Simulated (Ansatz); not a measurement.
Complex (SMILES): C (CH4) with [H][H] (H2), atoms 1 to 5 the first; geometry from B3LYP-D3(BJ)/def2-TZVP, monomers rigid:
```xyz
7

C     -0.1244    -0.1244     0.1342
H      0.5271     0.4868     0.7574
H     -0.8183    -0.6760     0.7670
H      0.4773    -0.8263    -0.4418
H     -0.6845     0.5170    -0.5450
H      1.8534     1.4427    -1.6637
H      2.3267     1.8195    -2.0969
```

Basis-set convergence of the counterpoise-corrected interaction energy at PBE with Ansatz (a quantum-chemistry and plane-wave program). Cartesian d functions, on some or all atoms, in 6-31G*, 6-31G**; all else is spherical. The program fits the integrals of some runs and decomposes those of others, by size. No added dispersion term, no relativity. Functions are those of the species that has most. Reference: the value in aug-pcseg-3, -0.20 kcal/mol. Deviations are taken from unrounded values.

```json
[
 {"basis": "STO-3G", "functions": "11"},
 {"basis": "3-21G", "functions": "21"},
 {"basis": "6-31G", "functions": "21"},
 {"basis": "6-31G*", "functions": "27"},
 {"basis": "cc-pVDZ", "functions": "44"},
 {"basis": "6-31G**", "functions": "45"},
 {"basis": "6-311G**", "functions": "54"},
 {"basis": "def2-SVPD", "functions": "68"},
 {"basis": "def2-TZVPD", "functions": "91"},
 {"basis": "cc-pVTZ", "functions": "114"},
 {"basis": "def2-TZVPPD", "functions": "139"},
 {"basis": "cc-pVQZ", "functions": "235"},
 {"basis": "def2-QZVPPD", "functions": "261"},
 {"basis": "cc-pV5Z", "functions": "421"}
]
```

### Question
Which is the smallest set listed that can be trusted to 0.1 kcal/mol here, that is, within that of the reference together with its larger relatives (same family, alike in diffuse functions; a set with none to test it counts only in the reference's own line)?

### Answer
The smallest set listed that lies within 0.1 kcal/mol of the reference with all its larger relatives (same family, alike in diffuse functions; a set with none counts only in the reference's own line) is 3-21G (21 functions, 0.06 kcal/mol off), level with 6-31G. Value minus reference: STO-3G 0.14, 3-21G 0.06, 6-31G 0.04, 6-31G* 0.04, cc-pVDZ 0.01, 6-31G** 0.02, 6-311G** 0.01, def2-SVPD 0.00, def2-TZVPD 0.01, cc-pVTZ 0.00, def2-TZVPPD 0.00, cc-pVQZ 0.00, def2-QZVPPD 0.00, cc-pV5Z 0.00 kcal/mol.
